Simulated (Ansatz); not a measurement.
Ag₂I⁺, relaxed as a triplet with UKS PBE-D4/def2-TZVP in Ansatz, starting from the PBE-D4/def2-TZVP geometry of the charge +1 singlet. Force threshold 0.02 eV/Å.

In the def2 sets Ag, I take a core potential; there is no spin–orbit coupling. The gap within one spin of the charge 1 triplet nearly closes, so an electron or hole may be smeared out by delocalisation error. At PBE-D4/def2-TZVP a singlet of charge 1 lies 2.57 eV below the triplet, each at its own geometry. The structure comes from a short search, and lower isomers may exist.

Start:

| atom | x (Å) | y (Å) | z (Å) |
| --- | --- | --- | --- |
| Ag1 | -1.821 | -0.883 | 0.355 |
| Ag2 | 2.044 | -0.138 | 0.162 |
| I3 | -0.223 | 1.021 | -0.517 |

(1) Estimate the energy that the relaxation releases and the steps that it takes.

(2) Does the start keep its bonding and symmetry?

(3) Predict the relaxed structure.

Answers

(1) 30.9 kJ/mol, in 11 steps; 27 s on 4 threads of Arm Neoverse N1 on a shared host. The force fell under the threshold at step 10, but the optimiser went on. No frequencies were taken in this run, so the end may be a saddle point.

(2) By distances, no bond broke or formed. The bond that changes most is Ag1–I3, from 2.63 to 2.76 Å (atoms count from 1). Point group C2v at the start, D∞h at the end, both within 0.05 Å.

(3) 
Cartesian coordinates in Å:
```
Ag -2.710 -0.523 0.135
Ag 2.710 0.522 -0.135
I 0.000 0.001 0.000
```
Bond lengths (bridged metal pairs left out): 2 × Ag–I 2.76 Å.
